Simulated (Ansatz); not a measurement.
Gas-phase reaction in SMILES: CCCO -> [CH2]C + [CH2]O (the C-C bond at the site shown breaks; other sites are not compared here)
Geometries: B3LYP-D3(BJ)/def2-TZVP minima from Ansatz (a quantum-chemistry and plane-wave program), one conformer each, not searched for the lowest.

Quantity: bond dissociation energy (electronic energy difference), in eV. Valence correlation only, unless marked. Open shells are spin-unrestricted. No spin-orbit coupling. No relativistic terms. CBS marks a two-point X^-3 extrapolation of the correlation energy; Hartree-Fock from the larger set. The bracket is a focal-point correction in the basis named.

| level | program | bond dissociation energy (eV) | minus last row |
|---|---|---|---|
| HF/aug-cc-pVTZ | Ansatz | 2.70 | -1.29 |
| RI-HF/aug-cc-pVQZ | Ansatz | 2.69 | -1.30 |
| RI-HF/cc-pVQZ | Ansatz | 2.70 | -1.29 |
| revPBE-D4/def2-TZVPD | Ansatz + dftd4 | 3.71 | -0.28 |
| r2SCAN/def2-TZVPD | Ansatz | 3.55 | -0.44 |
| PBE0-D4/def2-TZVP | Ansatz + dftd4 | 3.81 | -0.18 |
| BHLYP-D3(BJ)/def2-TZVPD | Ansatz + dftd3 | 3.66 | -0.33 |
| r2SCAN0/def2-TZVPD | Ansatz | 3.55 | -0.44 |
| HSE06-D3(BJ)/def2-TZVPD | Ansatz + dftd3 | 3.79 | -0.20 |
| CAM-B3LYP-D4/def2-TZVPD | Ansatz + dftd4 | 3.76 | -0.23 |
| PBE-QIDH/def2-TZVPD | Ansatz | 3.92 | -0.07 |
| SCS-MP2/cc-pVTZ | Ansatz | 4.09 | 0.10 |
| CCSD/cc-pVDZ | Ansatz | 3.77 | -0.22 |
| RI-MP2/CBS(cc-pVTZ,cc-pVQZ)+[CCSD(T)-MP2]/cc-pVTZ | Ansatz | 4.01 | 0.02 |
| RI-MP2/CBS(aug-cc-pVTZ,aug-cc-pVQZ)+[CCSD(T)-MP2]/aug-cc-pVTZ | Ansatz | 3.99 | 0.00 |
